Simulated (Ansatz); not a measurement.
Consider the redistribution: `C[SiH](F)[SiH2]Cl` + `C[SiH2]OB[SiH3]` → `C[SiH](F)B[SiH3]` + `C[SiH2]O[SiH2]Cl`.

Gas-phase electronic energies from Ansatz, PBE0-D4/def2-TZVP geometries. CCSD(T)/CBS is the MP2 limit (def2-TZVPP, def2-QZVPP) plus CCSD(T) − MP2 in def2-TZVPP, frozen cores. DFT in def2-TZVPP. HSE06 is defined as in plane-wave codes. One conformer a species, not always the lowest.

`C[SiH](F)[SiH2]Cl`:

```xyz
11

C    -1.689   -0.297   -0.056
Si   -0.239    0.803    0.310
F    -0.297    1.275    1.848
Si    1.792   -0.318   -0.049
Cl    1.745   -0.928   -2.028
H    -2.629    0.240    0.089
H    -1.690   -1.179    0.589
H    -1.644   -0.634   -1.095
H    -0.278    2.030   -0.530
H     2.989    0.542    0.132
H     1.941   -1.534    0.792
```

`C[SiH2]OB[SiH3]`:

```xyz
14

C    -1.573    1.351    1.357
Si   -0.084    0.314    1.752
O     0.590   -0.375    0.392
B     0.292   -0.350   -0.919
Si    1.428   -1.371   -2.259
H    -2.362    0.758    0.889
H    -1.321    2.175    0.686
H    -1.973    1.776    2.282
H    -0.439   -0.810    2.654
H     0.986    1.130    2.378
H    -0.663    0.290   -1.295
H     2.564   -2.110   -1.643
H     0.577   -2.350   -2.998
H     1.978   -0.428   -3.276
```

`C[SiH](F)B[SiH3]`:

Cartesian coordinates in Å:
```
C -1.348 -1.802 0.685
Si 0.278 -1.123 0.071
F 0.352 -1.378 -1.519
B 0.488 0.818 0.511
Si 0.738 2.261 -0.857
H -2.195 -1.254 0.265
H -1.401 -1.731 1.775
H -1.448 -2.852 0.404
H 1.413 -1.890 0.665
H 0.522 1.101 1.676
H 0.423 3.635 -0.379
H -0.018 2.006 -2.113
H 2.196 2.208 -1.185
```

`C[SiH2]O[SiH2]Cl`:

```xyz
12

C    -0.629    1.186   -1.378
Si   -0.422   -0.605   -0.936
O    -0.275   -0.784    0.698
Si    0.727   -0.650    1.958
Cl    1.770    1.120    1.855
H     0.244    1.765   -1.068
H    -0.748    1.297   -2.459
H    -1.512    1.608   -0.893
H     0.789   -1.171   -1.590
H    -1.608   -1.400   -1.343
H    -0.067   -0.629    3.203
H     1.730   -1.737    1.953
```

(1) Is it downhill or uphill in electronic energy at CCSD(T)/CBS, and by how much? (An estimate is asked.)

(2) What do these levels give: BLYP-D4, HSE06-D4, revPBE, r2SCAN, PBE0, r2SCANh, LC-ωPBE, HF/def2-SVP, MP2/def2-SVP, HF/def2-TZVPP, CCSD(T)/def2-TZVPP, MP2/CBS(def2)? (Best estimate.)

(3) What do rigid-rotor, harmonic-oscillator terms from PBE0-D4/def2-TZVP frequencies (298.15 K, 1 bar) make of the CCSD(T)/CBS value? (Estimate.)

Largest T1 diagnostic among the species: 0.013.

Results:

(1) Ansatz gave: Uphill: ΔE = +18.5 kJ/mol.

(2) Ansatz gave: BLYP-D4 29.7, HSE06-D4 29.5, revPBE 36.7, r2SCAN 22.7, PBE0 30.5, r2SCANh 21.9, LC-ωPBE 25.5, HF/def2-SVP 22.2, MP2/def2-SVP 38.0, HF/def2-TZVPP 7.0, CCSD(T)/def2-TZVPP 19.9, MP2/CBS(def2) 16.7 kJ/mol.

(3) Ansatz gave: ΔZPE = -1.0 kJ/mol, ΔH = +17.4 kJ/mol, ΔS = 13 J/(mol·K), ΔG = +13.5 kJ/mol. Modes under 50 cm⁻¹ make the entropy rough.

From PBE to PBE0 (25 % exact exchange), in def2-TZVPP and without D4, ΔE moves by −7.3 kJ/mol. Leaving LDA and LC-ωPBE aside and taking each functional with its dispersion term where it has one, the values, not all of them listed here, spread over 20.5 kJ/mol, from BHLYP-D4 to PBE-D4. In def2-TZVPP, CCSD(T) changes the Hartree–Fock value by +12.8 kJ/mol (the triples alone add +3.3 kJ/mol) and MP2 by +11.0 kJ/mol.
